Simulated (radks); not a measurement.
Values are calculated unless marked as measured or tabulated.
Task: Species: neutral selenium. Configuration: [Ar] 3d10 4s2 4p4. Level of theory: Dirac Kohn-Sham, PBE, spin-unpolarised, spherical densities, point nucleus; open shells are shared between the two j in proportion to 2j + 1 (a radial shooting solver on a logarithmic mesh with Libxc functionals). Some entries of the table are withheld. Estimate them.

| orbital | occ. | eigenvalue (hartree) | r(max) (bohr) | <r> (bohr) |
|---|---|---|---|---|
| 1s1/2 | 2 | -459.4027 | 0.02880 | 0.04408 |
| 2s1/2 | 2 | -59.03637 | (1) | 0.1957 |
| 2p1/2 | 2 | (2) | 0.1296 | 0.1685 |
| 2p3/2 | 4 | (3) | 0.1327 | 0.1723 |
| 3s1/2 | 2 | -7.84341 | 0.5024 | 0.5739 |
| 3p1/2 | 2 | -5.76570 | (4) | (5) |
| 3p3/2 | 4 | -5.54989 | (6) | (7) |
| 3d3/2 | 4 | -1.97120 | 0.4513 | (8) |
| 3d5/2 | 6 | -1.93833 | 0.4540 | (9) |
| 4s1/2 | 2 | (10) | 1.511 | 1.796 |
| 4p1/2 | 1.33333 | -0.24859 | 1.786 | 2.268 |
| 4p3/2 | 2.66667 | -0.23481 | 1.822 | 2.320 |

Result: 
(1) 2s1/2 r(max) (bohr): 0.1645
(2) 2p1/2 eigenvalue (hartree): -52.95998
(3) 2p3/2 eigenvalue (hartree): -51.42532
(4) 3p1/2 r(max) (bohr): 0.4947
(5) 3p1/2 <r> (bohr): 0.5824
(6) 3p3/2 r(max) (bohr): 0.5033
(7) 3p3/2 <r> (bohr): 0.5930
(8) 3d3/2 <r> (bohr): 0.6281
(9) 3d5/2 <r> (bohr): 0.6324
(10) 4s1/2 eigenvalue (hartree): -0.63512
